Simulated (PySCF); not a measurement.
ZrBr4, SMILES [Br][Zr]([Br])([Br])[Br], multiplicity 1.

Coordinates come from a r2SCAN-D4/def2-SVP optimisation. The multiplicity is an assumed one; other spin states were not compared. The isomer is the one that the SMILES or the coordinates give; other isomers of the formula were not compared. The def2 effective core potentials stand for the cores of Zr; spin–orbit coupling is left out.

All values below come from PySCF with ωB97X/def2-TZVP.

Computed frontier levels, gap, dipole moment and polarisability:
```yaml
highest_occupied_level: -11.16 eV
lowest_empty_level: -0.92 eV
orbital_gap: 10.24 eV
dipole_moment: 0.00 D
quadrupole, principal values (traceless, Buckingham form, about the centre of nuclear charge): 0.00, 0.00, 0.00 D·Å
mean_static_polarisability: 122.3 bohr³ (18.12 Å³)
polarisability_principal_values: 122.3, 122.3, 122.3 bohr³
```
